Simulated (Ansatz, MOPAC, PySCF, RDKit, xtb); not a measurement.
Pair of molecules: CH2O (SMILES C=O) (first 4 atoms) with CH6Si (SMILES C[SiH3]); geometry from B3LYP-D3(BJ)/def2-TZVP, rigid monomers moved along the line of their centres of mass till O2···Si6 is 3.78 Å.
(charge 0, multiplicity 1):
```xyz
12

C      0.1719     0.2339    -0.2802
O     -0.8160    -0.0347     0.3457
H      1.1505     0.3876     0.2113
H      0.1531     0.3413    -1.3812
C     -1.3964    -0.5643     4.2151
Si     0.3933    -0.0966     3.9275
H     -1.4700    -1.5459     4.6871
H     -1.9312    -0.5945     3.2659
H     -1.8869     0.1605     4.8676
H      1.1313    -0.0515     5.2164
H      0.5142     1.2412     3.2979
H      1.0814    -1.0805     3.0557
```

Interaction energies are E(AB) − E(A) − E(B) at the monomers' geometry in the complex; basis-set methods are counterpoise corrected. Rows marked so take none. RDKit's UFF carries no charges.

Correlated levels freeze the cores. Rows in 6-31G* carry no dispersion term and start afresh at each structure (6-31G* with six Cartesian d functions). The state reached by PM6 isn't checked.

Codes used: Ansatz (Gaussian orbitals); MOPAC for PM6 (differences of heats of formation); PySCF for 6-31G* rows, the dispersion terms; RDKit for the force fields; xtb for the GFN methods. Values without a source in brackets are computed.

```csv
level,interaction energy (kJ/mol)
UFF,-4.3
PM6,-3.8
GFN1-xTB,-8.7
BP86/6-31G* (no counterpoise),?
r2SCAN/def2-TZVPPD,?
r2SCAN-D3(BJ)/def2-TZVPPD,-8.0
B3LYP-D3(BJ)/def2-TZVPPD,-8.2
MP2/aug-cc-pV(D+d)Z,-7.4
CCSD(T)/aug-cc-pV(D+d)Z,-7.5
```

### Question
What belongs in the gaps?

### Answer

- BP86/6-31G* (no counterpoise), interaction energy (kJ/mol): -5.5
- r2SCAN/def2-TZVPPD, interaction energy (kJ/mol): -6.3

Ansatz is an electronic-structure program.
